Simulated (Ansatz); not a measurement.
`[SiH3]C[SeH]` + `BCS` → `BCSC[SiH3]` + H₂Se  (substitution at a C–Se bond)

Computed with Ansatz on PBE0-D4/def2-TZVP structures; ΔE is electronic, products minus reactants. CCSD(T)/CBS adds triple-zeta CCSD(T) − MP2 to the extrapolated MP2 energy (def2 sets, frozen cores). Functionals use def2-TZVPP. For Se outer-core shells are correlated without core-valence functions, which leaves a few kJ/mol of doubt a bond. Scalar relativity is left out up to krypton. One conformer a species, not always the lowest.

`[SiH3]C[SeH]`:

Z-matrix (Å, degrees):
```
Si
C 1 1.874
H 1 1.490 2 110.5
H 1 1.484 2 109.8 3 120.7
H 1 1.487 2 109.2 3 -119.4
Se 2 1.957 1 111.3 3 177.7
H 2 1.090 1 112.8 3 54.0
H 2 1.092 1 110.1 3 -66.6
H 6 1.470 2 95.5 1 -48.6
```

`BCS`:

Cartesian coordinates in Å:
```
B -0.592 0.540 0.669
C 0.138 0.123 -0.631
S 1.306 -1.260 -0.586
H -0.563 -0.128 1.663
H -1.242 1.545 0.658
H 0.645 0.990 -1.068
H -0.675 -0.102 -1.342
H 0.984 -1.708 0.637
```

`BCSC[SiH3]`:

Cartesian coordinates in Å:
```
B -1.285 2.134 -1.307
C -0.292 1.013 -0.902
S -1.060 -0.583 -0.608
C 0.365 -1.564 -0.071
Si 0.813 -1.196 1.717
H -2.470 1.996 -1.235
H -0.836 3.183 -1.669
H 0.190 1.390 0.016
H 0.518 0.932 -1.638
H 1.199 -1.417 -0.761
H 0.062 -2.611 -0.160
H 1.014 0.265 1.909
H -0.290 -1.652 2.600
H 2.073 -1.890 2.110
```

H₂Se:

Z-matrix (Å, degrees):
```
Se
H 1 1.467
H 1 1.467 2 91.2
```

```csv
species,PBE-D4 energy (Eh)
`[SiH3]C[SeH]`,-2732.20541
`BCS`,-463.88387
`BCSC[SiH3]`,-793.70669
H₂Se,-2402.38459
```

(1) Work out ΔE.

Largest T1 diagnostic among the species: 0.011.

## Answers

(1) ΔE = (-793.70669) + (-2402.38459) − (-2732.20541) − (-463.88387) = -0.00200 Eh = -5.3 kJ/mol. CCSD(T)/CBS gives -2.8 kJ/mol.

The D4 term adds −4.5 kJ/mol with B3LYP and −2.9 kJ/mol with PBE0; it sums over pairs of atoms, weighted by their polarisabilities, and B3LYP, whose exchange is more repulsive, gets the larger term.

B3LYP here is the variant with VWN-RPA as its local correlation; programs differ in this.
